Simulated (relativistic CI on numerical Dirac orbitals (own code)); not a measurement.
**Ti²⁺ in a cubic cluster: 3s photoemission with charge transfer**

Computed with a charge-transfer multiplet model of a cubic metal-ligand cluster with up to 2 ligand holes, Slater and spin-orbit integrals from Dirac-Coulomb-Breit ions, Slater integrals scaled by 0.7. The ground state mixes d2 with configurations of k ligand holes L, whose averages lie at kΔ + k(k − 1)U_dd/2; a core hole lowers each added d electron by U_cd. 20 K, Lorentzian 1.4 eV and Gaussian 0.8 eV FWHM.

Atomic integrals in eV (Slater integrals scaled, ζ unscaled), ground: F2dd 5.756, F4dd 3.579, zeta_d 0.013; with the core hole: F2dd 6.682, F4dd 4.194, zeta_d 0.018, G2cd 6.912.

Cluster parameters (eV): Δ = 6.4, U_dd = 3.9, 10Dq = 0.65, 10Dq(ligand) = 0.1, V(eg) = 2.85, V(t2g) = -1.54, final-state hopping factor = 1.

```csv
Case,n_d,d2,d3L,d4L2,S
U_cd = 3 eV,2.46,0.59,0.36,0.05,1.00
U_cd = 4.8 eV,2.46,0.59,0.36,0.05,1.00
U_cd = 6.6 eV,2.46,0.59,0.36,0.05,1.00
```

Weights, n_d and S are thermal averages at 20 K. Binding energies count from the first peak over 30 % of the highest in each spectrum, which can be another peak from case to case. The parameters are a model scan and need not match a compound or its usual spin state. Peaks in eV (height, largest 100):
- U_cd = 3 eV: 0.0 (100), 4.0 (52)
- U_cd = 4.8 eV: 0.0 (100), 4.0 (52), 10.6 (8)
- U_cd = 6.6 eV: 0.0 (100), 4.0 (53), 11.4 (13), 15.2 (9)

For the case U_cd = 4.8 eV, Δ = 6.4 eV is larger than U_dd = 3.9 eV, the Mott-Hubbard side of the Zaanen-Sawatzky-Allen scheme. With the core hole the configuration with one ligand hole lies at Δ − U_cd = 3.4, 1.6, -0.2 eV from the one without, in the order of the table; where this is negative the screened configuration lies lower, though the effective hopping of about 6.2 eV (from the holes of the mixed ground state) mixes the two strongly wherever it is as large as the gap.

Without intra-shell correlation the exchange splitting of the 3s hole comes out too large.
